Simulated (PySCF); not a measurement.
disilanyl(fluoro)silane (FH7Si3), SMILES [SiH2]([SiH3])[SiH2]F. Geometry optimised at PBE-D3(BJ)/def2-SVP. The values are those of a single conformer.

Problem. Give the equilibrium geometry at PBE-D3(BJ)/def2-SVP (PySCF confirms it by a frequency run) as Cartesian coordinates in Å. (An estimate is asked for; the answer gives what the named calculation found.)

Solution. Several could match; the one computed here: 
```xyz
11

Si    -2.0353    -0.0662     0.1321
Si    -0.0822     1.2353     0.3045
Si     1.6726    -0.2824    -0.1166
F      0.9514    -1.6779    -0.6287
H     -1.9590    -1.2076     1.1082
H     -3.2622     0.7523     0.4341
H     -2.1440    -0.6140    -1.2636
H     -0.0920     2.3514    -0.7078
H      0.0516     1.8331     1.6814
H      2.4586    -0.5997     1.1259
H      2.6118     0.1734    -1.1989
```
